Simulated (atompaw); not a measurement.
**u(r) = r·R(r): atom against pseudo-atom (V (Z = 23))**

Columns: radius, all-electron u(r) and pseudo u(r) of the 3d shell (level -5.18 eV) of vanadium in the configuration [Ar] 3d3 4s2 4p0; PBEsol, scalar-relativistic, PAW (atompaw) scheme, atompaw 4.2.0.5.

```json
{"r (bohr)": "0.115", "all-electron": "0.0547", "pseudo": "0.0005"}
{"r (bohr)": "0.231", "all-electron": "0.2249", "pseudo": "0.0036"}
{"r (bohr)": "0.346", "all-electron": "0.4192", "pseudo": "0.0119"}
{"r (bohr)": "0.462", "all-electron": "0.5842", "pseudo": "0.0276"}
{"r (bohr)": "0.577", "all-electron": "0.7013", "pseudo": "0.0518"}
{"r (bohr)": "0.692", "all-electron": "0.7730", "pseudo": "0.0854"}
{"r (bohr)": "0.808", "all-electron": "0.8069", "pseudo": "0.1284"}
{"r (bohr)": "0.923", "all-electron": "0.8124", "pseudo": "0.1787"}
{"r (bohr)": "1.038", "all-electron": "0.7986", "pseudo": "0.2344"}
{"r (bohr)": "1.154", "all-electron": "0.7720", "pseudo": "0.2927"}
{"r (bohr)": "1.269", "all-electron": "0.7381", "pseudo": "0.3490"}
{"r (bohr)": "1.385", "all-electron": "0.6998", "pseudo": "0.4003"}
{"r (bohr)": "1.500", "all-electron": "0.6600", "pseudo": "0.4424"}
{"r (bohr)": "1.615", "all-electron": "0.6201", "pseudo": "0.4731"}
{"r (bohr)": "1.731", "all-electron": "0.5807", "pseudo": "0.4911"}
{"r (bohr)": "1.846", "all-electron": "0.5431", "pseudo": "0.4955"}
{"r (bohr)": "1.962", "all-electron": "0.5072", "pseudo": "0.4871"}
{"r (bohr)": "2.077", "all-electron": "0.4735", "pseudo": "0.4680"}
{"r (bohr)": "2.192", "all-electron": "0.4420", "pseudo": "0.4414"}
{"r (bohr)": "2.308", "all-electron": "0.4123", "pseudo": "0.4123"}
{"r (bohr)": "2.423", "all-electron": "0.3847", "pseudo": "0.3847"}
{"r (bohr)": "2.538", "all-electron": "0.3590", "pseudo": "0.3590"}
{"r (bohr)": "2.654", "all-electron": "0.3348", "pseudo": "0.3348"}
{"r (bohr)": "2.769", "all-electron": "0.3124", "pseudo": "0.3124"}
{"r (bohr)": "2.885", "all-electron": "0.2913", "pseudo": "0.2913"}
{"r (bohr)": "3.000", "all-electron": "0.2717", "pseudo": "0.2717"}
```

Problem. How many radial nodes do the two functions have?

Solution. The all-electron 3d function has n − l − 1 = 0; the pseudo-wave has 0.

Problem. At about which radius was the pseudo-wave matched?

Solution. 2.30 bohr, where the columns begin to agree (steps of 0.12 bohr).

Problem. Is the pseudo-wave norm-conserving?

Solution. No, it belongs to a PAW set: the norm inside the radius is not constrained, and the difference is carried by the augmentation charge.
